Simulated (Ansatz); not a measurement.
All numbers were calculated with Ansatz.

C₆ClF₅, SMILES `Fc1c(F)c(F)c(Cl)c(F)c1F` at its PBE0-D4/def2-TZVP geometry, where that method's forces vanish. Charge 0, multiplicity 1.

| atom | x (Å) | y (Å) | z (Å) |
| --- | --- | --- | --- |
| F1 | -1.898 | 1.958 | -0.233 |
| C2 | -0.982 | 1.013 | -0.120 |
| C3 | 0.150 | 1.233 | 0.648 |
| F4 | 0.312 | 2.389 | 1.268 |
| C5 | 1.108 | 0.240 | 0.763 |
| F6 | 2.180 | 0.469 | 1.501 |
| C7 | 0.948 | -0.979 | 0.116 |
| Cl8 | 2.130 | -2.198 | 0.261 |
| C9 | -0.190 | -1.186 | -0.651 |
| F10 | -0.372 | -2.334 | -1.279 |
| C11 | -1.152 | -0.198 | -0.771 |
| F12 | -2.233 | -0.407 | -1.504 |

**Question.** For each bond, give half the difference of the two atoms' forces along it (eV/Å; positive pushes the atoms apart) under PBE-D4, r2SCAN-D4, B3LYP-D4, ωB97M-V in def2-TZVPP. (Estimate.)

**Answer.** The calculation gave: 
```json
{"bond": "F1–C2", "length (Å)": "1.321", "PBE-D4": "0.52", "r2SCAN-D4": "0.27", "B3LYP-D4": "0.37", "ωB97M-V": "0.35"}
{"bond": "C2–C3", "length (Å)": "1.385", "PBE-D4": "-0.10", "r2SCAN-D4": "-0.08", "B3LYP-D4": "-0.14", "ωB97M-V": "-0.18"}
{"bond": "C2–C11", "length (Å)": "1.385", "PBE-D4": "-0.10", "r2SCAN-D4": "-0.08", "B3LYP-D4": "-0.14", "ωB97M-V": "-0.18"}
{"bond": "C3–F4", "length (Å)": "1.323", "PBE-D4": "0.51", "r2SCAN-D4": "0.27", "B3LYP-D4": "0.37", "ωB97M-V": "0.36"}
{"bond": "C3–C5", "length (Å)": "1.384", "PBE-D4": "-0.08", "r2SCAN-D4": "-0.08", "B3LYP-D4": "-0.16", "ωB97M-V": "-0.18"}
{"bond": "C5–F6", "length (Å)": "1.321", "PBE-D4": "0.51", "r2SCAN-D4": "0.26", "B3LYP-D4": "0.38", "ωB97M-V": "0.37"}
{"bond": "C5–C7", "length (Å)": "1.388", "PBE-D4": "-0.02", "r2SCAN-D4": "-0.02", "B3LYP-D4": "-0.12", "ωB97M-V": "-0.18"}
{"bond": "C7–Cl8", "length (Å)": "1.704", "PBE-D4": "0.11", "r2SCAN-D4": "0.07", "B3LYP-D4": "0.29", "ωB97M-V": "0.28"}
{"bond": "C7–C9", "length (Å)": "1.388", "PBE-D4": "-0.02", "r2SCAN-D4": "-0.02", "B3LYP-D4": "-0.12", "ωB97M-V": "-0.18"}
{"bond": "C9–F10", "length (Å)": "1.321", "PBE-D4": "0.51", "r2SCAN-D4": "0.26", "B3LYP-D4": "0.38", "ωB97M-V": "0.37"}
{"bond": "C9–C11", "length (Å)": "1.384", "PBE-D4": "-0.08", "r2SCAN-D4": "-0.08", "B3LYP-D4": "-0.16", "ωB97M-V": "-0.18"}
{"bond": "C11–F12", "length (Å)": "1.323", "PBE-D4": "0.51", "r2SCAN-D4": "0.27", "B3LYP-D4": "0.37", "ωB97M-V": "0.36"}
```

B3LYP here is the variant with VWN-RPA as its local correlation; programs differ in this.
